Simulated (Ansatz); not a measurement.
Reaction (redistribution): `F[SiH2]C[SiH](F)F` + `BCBF` → `BCB[SiH2]F` + `FC[SiH](F)F`

Calculated with Ansatz (gas phase, PBE0-D4/def2-TZVP geometries, no zero-point term in ΔE). CCSD(T)/CBS is the MP2 limit (def2-TZVPP, def2-QZVPP) plus CCSD(T) − MP2 in def2-TZVPP, frozen cores. DFT in def2-TZVPP. B3LYP here is the variant with VWN-RPA as its local correlation; programs differ in this. HSE06 is defined as in plane-wave codes. Each species was taken in one conformer, which may not be the lowest.

```csv
level,ΔE (kJ/mol),difference from CCSD(T)/CBS
LDA (SPW92),300.2,-10.0
PBE-D4,289.4,-20.8
revPBE-D4,286.3,-23.9
BLYP-D4,291.0,-19.2
r2SCAN-D4,307.1,-3.1
B97M-V,306.5,-3.7
PBE0-D4,299.2,-11.0
B3LYP-D4,299.7,-10.5
r2SCANh-D4,309.4,-0.8
r2SCAN0-D4,312.6,2.4
HSE06-D4,299.0,-11.2
BHLYP-D4,310.2,0.0
CAM-B3LYP-D4,305.8,-4.4
ωB97X-V,300.5,-9.7
ωB97M-V,310.6,0.4
PBE-QIDH,313.7,3.5
PBE,287.8,-22.4
revPBE,282.8,-27.4
BLYP,287.7,-22.5
r2SCAN,306.8,-3.4
PBE0,297.8,-12.4
B3LYP,297.0,-13.2
r2SCANh,309.1,-1.1
r2SCAN0,312.2,2.0
BHLYP,307.6,-2.6
CAM-B3LYP,304.3,-5.9
HF/def2-SVP,311.1,0.9
CCSD/def2-SVP,313.2,3.0
CCSD(T)/def2-SVP,313.4,3.2
HF/def2-TZVPP,309.2,-1.0
MP2/def2-TZVPP,325.4,15.2
SCS-MP2/def2-TZVPP,315.6,5.4
CCSD/def2-TZVPP,309.8,-0.4
CCSD(T)/def2-TZVPP,310.0,-0.2
HF/def2-QZVPP,309.8,-0.4
MP2/def2-QZVPP,325.7,15.5
SCS-MP2/def2-QZVPP,316.2,6.0
HF/CBS(def2),309.9,-0.3
MP2/CBS(def2),325.6,15.4
CCSD/CBS(def2),310.0,-0.2
CCSD(T)/CBS,310.2,0
```

Largest T1 diagnostic among the species: 0.013.

At CCSD(T), def2-SVP lies +3.2 kJ/mol from the extrapolated value and def2-TZVPP −0.2 kJ/mol. Leaving LDA and LC-ωPBE aside and taking each functional with its dispersion term where it has one, the values spread over 27.4 kJ/mol, from revPBE-D4 to PBE-QIDH. LDA lies +12.5 kJ/mol from PBE without D4.

CCSD(T)/CBS has its own doubt, a few kJ/mol and more with outer-core shells, so smaller differences from it don't rank the levels.
